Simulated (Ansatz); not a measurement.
`[F][Ge][N]([SiH3])[SiH3]` + `ClCCl` → `[SiH3][N]([SiH3])[GeH]` + `FC(Cl)Cl` at 298.15 K and 1 bar (formal exchange of groups at a Ge–F bond).

Calculated with Ansatz (gas phase, PBE0-D4/def2-TZVP geometries, no zero-point term in ΔE). CCSD(T)/CBS adds triple-zeta CCSD(T) − MP2 to the extrapolated MP2 energy (def2 sets, frozen cores). This one scheme is used for every species. For Ge outer-core shells are correlated without core-valence functions, which leaves a few kJ/mol of doubt a bond. Scalar relativity is left out up to krypton. One conformer a species, not always the lowest.

```tsv
species	CCSD(T)/CBS energy (Eh)	H − E (kJ/mol)	S (J/(mol·K))
`[F][Ge][N]([SiH3])[SiH3]`	-2812.46809	179.6	386.7
`ClCCl`	-958.80256	89.3	270.0
`[SiH3][N]([SiH3])[GeH]`	-2713.20588	189.0	364.4
`FC(Cl)Cl`	-1057.98381	70.3	292.8
```

H − E and S are ideal-gas, rigid-rotor, harmonic terms from PBE0-D4/def2-TZVP, for one conformer and one mirror image of each species. 1 Eh = 2625.50 kJ/mol, R = 8.31446 J/(mol·K).

Question: By hand: ΔE, ΔH, ΔS and ΔG.

Answer: ΔE = (-2713.20588) + (-1057.98381) − (-2812.46809) − (-958.80256) = 0.08096 Eh = 212.6 kJ/mol. Δ(H − E) = 189.0 + 70.3 − 179.6 − 89.3 = -9.6, so ΔH = 203.0 kJ/mol. ΔS = 364.4 + 292.8 − 386.7 − 270.0 = 0.5 J/(mol·K). ΔG = 203.0 − 298.15 × (0.5)/1000 = 202.9 kJ/mol.

Question: By hand: the equilibrium constant, and the temperature at which ΔG would vanish if ΔH and ΔS stayed fixed.

Answer: log₁₀ K = −ΔG/(RT ln 10) = -35.5. ΔG = 0 at ΔH/ΔS = 406000 K, far beyond where these terms or the molecules hold.

The number of gas molecules stays the same, so ΔS is small and ΔH decides. A doubt of 5 kJ/mol in ΔE shifts log₁₀ K by 0.9 here. Other conformers and mirror images would add mixing entropy, several J/(mol·K) or more a flexible species. These are equilibria of isolated gas molecules and say nothing of rates. Largest T1 diagnostic: 0.014 (customary marks: 0.02 for closed shells, 0.045 for open ones).
